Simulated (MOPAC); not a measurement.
Input for MOPAC: AM1 on AsH3 (SMILES [AsH3]).

```
AM1 1SCF PRECISE CHARGE=0 THREADS=1
AsH3

As     0.21537326 1     0.38394435 1     3.14906391 1
H      0.31419346 1     0.51023955 1     4.66764707 1
H     -1.29438952 1     0.58418694 1     3.16542766 1
H      0.47302324 1     1.87102326 1     2.94366207 1
```

Program output:

```
*******************************************************************************
 **                                                                           **
 **                              MOPAC v23.2.5                                **
 **                                                                           **
 *******************************************************************************
 ** MOPAC's Digital Object Identifier: https://doi.org/10.5281/zenodo.6511958 **
 **                                                                           **
 ** Please cite the open-source release paper for use of this MOPAC version:  **
 ** J. E. Moussa and J. J. P. Stewart (2026)                                  **
 ** MOPAC: An open-source semiempirical molecular orbital program             **
 ** J. Open Source Softw., 11(119), 8025, https://doi.org/10.21105/joss.08025 **
 *******************************************************************************

                              AM1 CALCULATION RESULTS

 *******************************************************************************
 *  AM1        - The AM1 Hamiltonian to be used
 *
 *
 *
 *                 CHARGE ON SYSTEM = 0
 *
 *
 *
 *  PRECISE    - TIGHTER CRITERIA TO BE USED
 *  1SCF       - DO 1 SCF AND THEN STOP
 *  THREADS=1  - MULTI-THREADING NOT USED
 *  T=         - A TIME OF 172800.0 SECONDS REQUESTED
 *  DUMP=N     - RESTART FILE WRITTEN EVERY 7200.0 SECONDS REQUESTED
 *******************************************************************************
AM1 1SCF PRECISE CHARGE=0 THREADS=1
 AsH3

   ATOM   CHEMICAL          X               Y               Z
  NUMBER   SYMBOL      (ANGSTROMS)     (ANGSTROMS)     (ANGSTROMS)

     1      As          0.21537326  *   0.38394435  *   3.14906391  *
     2       H          0.31419346  *   0.51023955  *   4.66764707  *
     3       H         -1.29438952  *   0.58418694  *   3.16542766  *
     4       H          0.47302324  *   1.87102326  *   2.94366207  *



          CARTESIAN COORDINATES

    NO.       ATOM           X           Y           Z

     1        As          0.2154      0.3839      3.1491
     2         H          0.3142      0.5102      4.6676
     3         H         -1.2944      0.5842      3.1654
     4         H          0.4730      1.8710      2.9437

  H: (AM1): M.J.S. DEWAR ET AL, J. AM. CHEM. SOC. 107 3902-3909 (1985)
 As: (AM1): J. J. P. STEWART, J. MOL. MOD., 10, 155-164 (2004)

           Empirical Formula: H3 As  =     4 atoms



      MOLECULAR POINT GROUP   :   C3v


      RHF CALCULATION, NO. OF DOUBLY OCCUPIED LEVELS = 4


 -------------------------------------------------------------------------------
 AM1 1SCF PRECISE CHARGE=0 THREADS=1
 AsH3



     1SCF WAS SPECIFIED, SO BFGS WAS NOT USED
     SCF FIELD WAS ACHIEVED


                              AM1 CALCULATION
                                                       MOPAC v23.2.5 Linux




          FINAL HEAT OF FORMATION =          3.05006 KCAL/MOL =      12.76146 KJ/MOL


          COSMO AREA              =         67.43 SQUARE ANGSTROMS
          COSMO VOLUME            =         50.11 CUBIC ANGSTROMS

          IONIZATION POTENTIAL    =         10.576606 EV
          HOMO LUMO ENERGIES (EV) =        -10.577  1.417
          NO. OF FILLED LEVELS    =          4
          MOLECULAR WEIGHT        =         77.9453         POINT GROUP:  C3v

          MOLECULAR DIMENSIONS (Angstroms)

            Atom       Atom       Distance
            H     3    H     2     2.20220
            H     2    H     4     1.90435
           As     1    H     2     0.84241


          SCF CALCULATIONS        =          1





   ATOM   CHEMICAL          X               Y               Z
  NUMBER   SYMBOL      (ANGSTROMS)     (ANGSTROMS)     (ANGSTROMS)

     1      As          0.21537326  *   0.38394435  *   3.14906391  *
     2       H          0.31419346  *   0.51023955  *   4.66764707  *
     3       H         -1.29438952  *   0.58418694  *   3.16542766  *
     4       H          0.47302324  *   1.87102326  *   2.94366207  *

                             CARTESIAN COORDINATES

   1   As        0.215373260     0.383944350     3.149063910
   2    H        0.314193460     0.510239550     4.667647070
   3    H       -1.294389520     0.584186940     3.165427660
   4    H        0.473023240     1.871023260     2.943662070


           Empirical Formula: H3 As  =     4 atoms



      MOLECULAR POINT GROUP   :   C3v


                  EIGENVALUES
 -19.80734 -12.37639 -12.37234 -10.57661   1.41711   1.63634   1.63957


              NET ATOMIC CHARGES AND DIPOLE CONTRIBUTIONS

  ATOM NO.   TYPE          CHARGE      No. of ELECS.   s-Pop       p-Pop
    1         As           0.382642        4.6174     1.84848     2.76888
    2          H          -0.127247        1.1272     1.12725
    3          H          -0.127701        1.1277     1.12770
    4          H          -0.127694        1.1277     1.12769
 DIPOLE           X         Y         Z       TOTAL
 POINT-CHG.     0.708    -1.112    -0.812     1.548
 HYBRID        -1.080     1.696     1.237     2.361
 SUM           -0.372     0.584     0.425     0.812


          ATOMIC ORBITAL ELECTRON POPULATIONS

     Atom    s        px        py        pz
    1 As   1.84848   0.90544   0.94842   0.91502
    2  H   1.12725
    3  H   1.12770
    4  H   1.12769

 **********************
 *                    *
 * JOB ENDED NORMALLY *
 *                    *
 **********************




 == MOPAC DONE ==
```

The run finished.

Cost: roughly 0.04 core-seconds.
